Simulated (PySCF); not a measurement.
Compound: C6H5NO.
Atom-mapped SMILES: `[CH:1]#[C:2]/[C:3](=[CH:4]\[C:5]#[N:6])[O:7][CH3:8]` (hydrogens: H9 on C1; H10 on C4; H11, H12, H13 on C8)

A GFN2-xTB structure was refined with PBE0-D3(BJ)/def2-SVP geometry optimisation, gas phase (PySCF). Its GFN2-xTB values:

| coordinate | GFN2-xTB |
| --- | --- |
| C1≡C2 | 1.201 Å |
| C1–H9 | 1.049 Å |
| C2–C3 | 1.418 Å |
| C3=C4 | 1.354 Å |
| C3–O7 | 1.351 Å |
| C4–C5 | 1.397 Å |
| C4–H10 | 1.080 Å |
| C5≡N6 | 1.149 Å |
| O7–C8 | 1.410 Å |
| C8–H11 | 1.088 Å |
| C1–C2–C3 | 178.8° |
| C2–C3–C4 | 120.4° |
| C2–C3–O7 | 120.3° |
| C3–C4–C5 | 122.2° |
| C3–O7–C8 | 117.7° |
| C4–C3–O7 | 119.4° |
| C4–C5–N6 | 178.7° |

How do these coordinates change at the PBE0-D3(BJ)/def2-SVP level?

```csv
coordinate,PBE0-D3(BJ)/def2-SVP (Å or °),change
C1–H9,1.075,+0.026
C4–C5,1.414,+0.017
C3–O7,1.338,-0.013
C5≡N6,1.162,+0.013
C4–H10,1.092,+0.012
C2–C3,1.429,+0.011
C1≡C2,1.212,+0.011
C8–H11,1.096,+0.008
C3=C4,1.360,+0.006
O7–C8,1.411,+0.001
C3–O7–C8,119.5,+1.8
C2–C3–C4,122.1,+1.7
C4–C3–O7,118.3,-1.1
C3–C4–C5,122.8,+0.6
C2–C3–O7,119.6,-0.7
C4–C5–N6,178.7,0.0
C1–C2–C3,178.8,0.0
```

The energy falls by 1.5 kcal/mol over 5 energy and gradient evaluations, the largest force component goes from 0.0298 to 4.2e-04 Eh/bohr, and the atoms move by 0.045 Å rms after alignment. The bond that changes most is C1–H9 (terminal alkyne carbon to alkyne hydrogen), which lengthens by 0.026 Å. Bonds longer at the end by more than 0.005 Å: 10 of 12; shorter: 1. Rotational constants go from 3945, 1433, 1058 to 3848, 1408, 1038 MHz.

The run used 137 basis functions and 38 SCF cycles in all. On one thread of an Arm Neoverse V1, on a shared host, this took 36 s wall.

Whether it is a minimum is left open (no frequencies). The numbers are those of one conformer.

Conformer computed: `[CH:1]#[C:2]/[C:3](=[CH:4]\[C:5]#[N:6])[O:7][CH3:8]`: C2–C3–O7–C8 -1°.
